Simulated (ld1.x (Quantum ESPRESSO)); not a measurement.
# Pseudopotential generation for K (Z = 19): PAW, PBE, scalar-relativistic.

```
Element                 : K (Z = 19)
Generator               : ld1.x (Quantum ESPRESSO) 7.5
Type                    : PAW
Functional              : PBE
Relativity              : scalar-relativistic
Frozen core             : [Ar]
Valence charge          : 1
Reference configuration : 3d1 4s0 4p0
Partial waves           : 4s (bound, empty): rcut 3.60, rcutus 3.80 bohr; 4s channel at 3.9 Ry: rcut 3.60, rcutus 3.80 bohr; 4p (bound, empty): rcut 4.10, rcutus 4.45 bohr; 4p channel at 0.5 Ry: rcut 4.10, rcutus 4.45 bohr; 3d (bound): rcut 4.40, rcutus 4.75 bohr; 3d channel at 0.06 Ry: rcut 4.40, rcutus 4.75 bohr
Local potential         : all-electron potential smoothed inside 4.60 bohr (lloc = -2)
Core correction         : Bessel-smoothed model core inside 3.00 bohr
Augmentation charge     : PSQ, radius 3.40 bohr
```

Poles of the logarithmic derivatives, all-electron (AE) and pseudo (PS). Narrow ghost or core levels that the grid stepped over were put in at their known energies. s: poles at 0.1, 2.0, 4.9 (AE) and -1.1, 0.1, 2.4 (PS) Ry. p: poles at -1.5, 0.4, 2.4 (AE) and 0.4, 1.8, 3.2 (PS) Ry. d: poles at 0.1, 1.2, 3.1 (AE) and 0.1, 1.4, 4.5 (PS) Ry. Test radius 5.14 bohr.

* Cutoffs needed: 6 Ry and 6 Ry (the cutoffs (Ry, on a coarse ladder) from which the occupation-weighted sum of valence levels, in a spherical-Bessel basis at the reference potential, stays within 10 and 1 mRy of its value at 400 Ry)
* Ghost test: ghost state, extra bound levels that the all-electron valence spectrum of the same l lacks: s at -15.4 eV; a true bound ghost makes a file unfit for plane-wave use (spherical-Bessel basis up to 400 Ry, 20 bohr box)
* Configuration tests: test run stopped at test 1 of 4 (negative rho)
* Lowest eigenvalue of the overlap operator: 0.01 (s channel)
* Density cutoff estimated by the generator: 34 Ry
